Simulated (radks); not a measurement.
Values are calculated unless marked as measured or tabulated.
Q: All-electron atom: the indium ion In3+ in [Kr] 4d10. Level of theory: scalar-relativistic Kohn-Sham, PBEsol, spin-polarised, spherical densities, point nucleus (a radial shooting solver on a logarithmic mesh with Libxc functionals). Some entries of the table are withheld. Estimate them.

| orbital | occ. | eigenvalue (eV) | <r^2> (bohr^2) | r(max) (bohr) |
|---|---|---|---|---|
| 1s | 2 | -27769.48 | 0.001195 | 0.01923 |
| 2s | 2 | -4183.298 | (1) | 0.1087 |
| 2p | 6 | -3758.435 | 0.01537 | 0.08693 |
| 3s | 2 | -817.5934 | 0.1391 | 0.3157 |
| 3p | 6 | -678.4773 | 0.1400 | 0.3090 |
| 3d | 10 | -462.3284 | 0.1251 | 0.2581 |
| 4s | 2 | -149.1525 | 0.8139 | 0.7696 |
| 4p | 6 | (2) | 0.9692 | 0.8159 |
| 4d | 10 | -47.8713 | 1.566 | 0.9297 |

A: 
(1) 2s <r^2> (bohr^2): 0.01949
(2) 4p eigenvalue (eV): -107.6568
